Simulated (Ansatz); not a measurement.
**Relaxing a trial structure of C3H3FN2S**

The starting geometry of this gas-phase singlet was optimised with GFN2-xTB; its bonds are those of `Fc1ccn(S)n1`.

| atom | x (Å) | y (Å) | z (Å) |
| --- | --- | --- | --- |
| C | 0.1054 | 0.5678 | -0.7684 |
| C | 0.6927 | -0.6475 | -1.1406 |
| C | 1.7714 | -0.2641 | -1.9064 |
| F | -0.9759 | 0.7282 | -0.0176 |
| N | 1.7647 | 1.0829 | -1.9440 |
| N | 0.7542 | 1.6075 | -1.2541 |
| S | 2.8684 | 2.1193 | -2.7470 |
| H | 0.3729 | -1.6350 | -0.8860 |
| H | 2.5224 | -0.8335 | -2.4133 |
| H | 2.2254 | 3.2124 | -2.3356 |

Problem. Where would you expect an optimisation with B3LYP-D3(BJ)/def2-SVP to take it?

Solution. It keeps its bonds, and is `Fc1ccn(S)n1`.

The energy falls by 0.21 eV over 18 steps:

```csv
step,E − E(last) (eV)
1,0.215
3,0.165
5,0.165
7,0.146
9,0.098
10,0.040
12,0.006
14,0.001
16,0.000
18,0.000
```

Final geometry (Å):

```yaml
atoms:
  - { symbol: C, position_ang: [0.0993, 0.5274, -0.6222] }
  - { symbol: C, position_ang: [0.6401, -0.6303, -1.2369] }
  - { symbol: C, position_ang: [1.7418, -0.1433, -1.9114] }
  - { symbol: F, position_ang: [-0.9808, 0.5666, 0.1406] }
  - { symbol: N, position_ang: [1.7881, 1.2043, -1.6700] }
  - { symbol: N, position_ang: [0.7774, 1.6240, -0.8706] }
  - { symbol: S, position_ang: [2.9875, 2.2923, -2.2322] }
  - { symbol: H, position_ang: [0.2732, -1.6514, -1.1843] }
  - { symbol: H, position_ang: [2.4886, -0.6290, -2.5348] }
  - { symbol: H, position_ang: [2.2863, 2.7776, -3.2912] }
```

No frequencies were run, so the end isn't proven a minimum. Run with Ansatz 0.2.0, 55 s on 2 threads of Arm Neoverse V2, on a shared host.
